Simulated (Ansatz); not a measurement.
Geometry optimisation, RKS PBE-D4/6-31G (Ansatz 0.2.0).

The input (input.yaml):

```yaml
crystal:
  periodic: [false, false, false]
  atoms:
    - { symbol: Si, position_ang: [-1.4097, -1.5162, 1.2397] }
    - { symbol: O, position_ang: [-0.8933, -0.4441, 0.0539] }
    - { symbol: C, position_ang: [0.3006, -0.7713, -0.5943] }
    - { symbol: S, position_ang: [0.7885, 0.4057, -1.9128] }
    - { symbol: Si, position_ang: [2.53898, -0.45738, -2.70437] }
    - { symbol: H, position_ang: [-2.7336, -0.9382, 1.776] }
    - { symbol: H, position_ang: [-1.6294, -2.8149, 0.6433] }
    - { symbol: H, position_ang: [-0.4058, -1.5478, 2.2991] }
    - { symbol: H, position_ang: [0.2683, -1.7479, -1.0015] }
    - { symbol: H, position_ang: [1.1628, -0.783, 0.1641] }
    - { symbol: H, position_ang: [3.65839, -0.53101, -1.69035] }
    - { symbol: H, position_ang: [2.97688, 0.29709, -3.89918] }
    - { symbol: H, position_ang: [2.2369, -1.81488, -3.10151] }
basis:
  gaussian: { orbitals: "6-31G" }
hamiltonian:
  xc: pbe
  dispersion: d4
relax:
  f_tol: 0.015
  max_steps: 40
```

Run as:

```bash
$ ansatz run input.yaml --threads 1 --pin off --max-ram 2048MiB --backend cpu --events-out ev --progress --plain --runs-dir out
```

Question: Where does it end, and by what steps?

Answer: It did not converge within its limit. The force dipped under the threshold on the way, but the program's further checks kept it going. Limits of this set-up: no polarisation functions. After 39 steps the energy has fallen by 0.819 eV; H8 moved furthest, 1.66 Å.

| step | energy less start (eV) | largest force component (eV/Å) | accepted |
| --- | --- | --- | --- |
| 0 | 0.0000 | 2.385 | yes |
| 2 | -0.6418 | 0.381 | yes |
| 4 | -0.6575 | 0.151 | yes |
| 6 | -0.6629 | 0.055 | yes |
| 8 | -0.6634 | 0.014 | yes |
| 10 | -0.6635 | 0.006 | yes |
| 12 | -0.6636 | 0.024 | yes |
| 14 | -0.6639 | 0.045 | yes |
| 16 | -0.6643 | 0.059 | yes |
| 18 | -0.6650 | 0.066 | yes |
| 20 | -0.6689 | 0.211 | yes |
| 22 | -0.6744 | 0.220 | yes |
| 24 | -0.6837 | 0.283 | yes |
| 26 | -0.6829 | 0.565 | no |
| 28 | -0.7288 | 0.181 | yes |
| 30 | -0.7517 | 0.206 | yes |
| 32 | -0.7591 | 0.086 | yes |
| 34 | -0.7670 | 0.163 | yes |
| 36 | -0.7763 | 0.237 | yes |
| 38 | -0.8062 | 0.277 | yes |
| 39 | -0.8186 | 0.261 | yes |

```xyz
13
Properties=species:S:1:pos:R:3
Si -1.520 -1.525 0.824
O 0.074 -0.822 1.167
C 1.128 -0.772 0.225
S 0.678 0.401 -1.274
Si 2.028 -0.507 -2.849
H -2.562 -0.440 0.524
H -1.411 -2.505 -0.348
H -1.894 -2.259 2.109
H 1.364 -1.766 -0.213
H 2.008 -0.341 0.723
H 3.500 -0.230 -2.560
H 1.642 0.112 -4.169
H 1.824 -2.010 -2.886
```

Time of the run: 2.8 min on 1 thread of Intel(R) Xeon(R) Platinum 8375C CPU @ 2.90GHz (Ice Lake), on a shared host, peak memory 0.26 GiB.
